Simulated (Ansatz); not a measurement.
Correlation energies of C2H7AlSe (`[CH3][AlH][Se]C`) by basis set

```xyz
11

C     0.526    1.644   -0.264
Al    0.195    0.190   -1.521
Se   -0.519   -1.879   -0.779
C    -0.563   -1.560    1.158
H    -0.389    2.227   -0.111
H     0.850    1.288    0.717
H     1.284    2.333   -0.646
H     0.355    0.319   -3.092
H    -1.099   -0.642    1.385
H    -1.088   -2.405    1.600
H     0.449   -1.515    1.553
```

Total charge 0; spin multiplicity 1. Correlated methods include outer-core shells of Se, which these sets cover unevenly. Scalar relativity is left out up to krypton. Geometry: relaxed with PBE0-D4/def2-TZVP. It is one conformer, not always the lowest. Frozen core, restricted reference, Ansatz.

```json
{"basis": "def2-SVP", "HF (Eh)": "-2721.18264", "MP2 corr.": "?", "CCSD corr.": "-0.63724", "(T)": "?", "CCSD(T) total": "?"}
{"basis": "def2-TZVPP", "HF (Eh)": "-2721.65436", "MP2 corr.": "-0.71168", "CCSD corr.": "-0.75407", "(T)": "?", "CCSD(T) total": "?"}
{"basis": "def2-QZVPP", "HF (Eh)": "-2721.71247", "MP2 corr.": "?", "CCSD corr.": "–", "(T)": "–", "CCSD(T) total": "–"}
```

(1) Fill in the withheld values. (Estimate.)

## Answers

(1) The calculation gave: def2-SVP MP2 corr.: -0.59159; def2-SVP (T): -0.01776; def2-SVP CCSD(T) total: -2721.83764; def2-TZVPP (T): -0.02878; def2-TZVPP CCSD(T) total: -2722.43721; def2-QZVPP MP2 corr.: -1.04352.
